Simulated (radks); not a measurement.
All-electron atom: the mercury ion Hg4+ in [Xe] 4f14 5d7.5 6s0.5 (fractional occupations, a model configuration). All-electron calculation, scalar-relativistic Kohn-Sham, SOGGA, spin-polarised, spherical densities, finite nucleus; open shells are filled with parallel spins first (spin-orbit coupling, left out, can overturn this in heavy ions); Fermi nuclear charge, rms radius 5.4648 fm. Program: a radial shooting solver on a logarithmic mesh with Libxc functionals. Some entries of the table are withheld. Estimate them.

orbital  occ.  eigenvalue (hartree)  <r^2> (bohr^2)  <r> (bohr)
1s up       1             -3056.079       0.0003811     0.01660
1s down     1             -3056.078       0.0003811     0.01660
2s up       1             -543.3196        0.005800     0.06995
2s down     1             -543.3107        0.005800     0.06995
2p up       3             -469.0271        0.004899     0.06329
2p down     3             -469.0197        0.004899     0.06329
3s up       1             -130.4250         0.03737      0.1807
3s down     1             -130.4208         0.03737      0.1807
3p up       3             -108.9486         0.03849      0.1822
3p down     3             -108.9441         0.03849      0.1822
3d up       5             -86.29477         0.03188      0.1650
3d down     5             -86.28797         0.03188      0.1650
4s up       1             -30.19608          0.1800      0.3994
4s down     1             -30.18699          0.1800      0.3994
4p up       3             -23.15011          0.2058      0.4255
4p down     3             -23.14128          0.2057      0.4255
4d up       5             -14.77660          0.2328      0.4490
4d down     5             -14.76625          0.2326      0.4488
5s up       1              -6.29751          0.9019      0.8974
5s down     1              -6.24107          0.8967      0.8948
4f up       7              -5.49054          0.2805      0.4823
4f down     7              -5.47667          0.2791      0.4813
5p up       3              -4.38141           1.183       1.025
5p down     3              -4.31284           1.175       1.021
5d up       5              -2.19629           2.015       1.327
5d down   2.5              -2.11510           2.017       1.326
6s up     0.5                   (1)           4.816       2.080
6s down     0                   (2)           4.926       2.104

Answer. 
(1) 6s up eigenvalue (hartree): -1.73732
(2) 6s down eigenvalue (hartree): -1.66849
